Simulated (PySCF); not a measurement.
Stepwise substitution at one centre (Al Br-NH2). All species are isolated molecules in the gas phase. Strings in code marks are SMILES.

The four lowest singlet excitations (Tamm–Dancoff). Level of theory: PySCF with B3LYP-D3(BJ)/def2-TZVP. B3LYP has the VWN-RPA correlation part, as in Gaussian. Excitations are Tamm–Dancoff values on a coarser integration grid. The basis has no diffuse functions, so Rydberg states are missing or too high.

| state | energy (eV) | wavelength (nm) | oscillator strength |
|---|---|---|---|
| S1 | 5.39 | 230 | 0.002 |
| S2 | 5.39 | 230 | 0.002 |
| S3 | 6.43 | 193 | 0.205 |
| S4 | 6.76 | 183 | 0.004 |

Which member gives these states?
A. `[NH2][Al]([Br])[Br]`
B. `[NH2][Al]([NH2])[NH2]`
C. `[NH2][Al]([NH2])[Br]`

B, `[NH2][Al]([NH2])[NH2]`
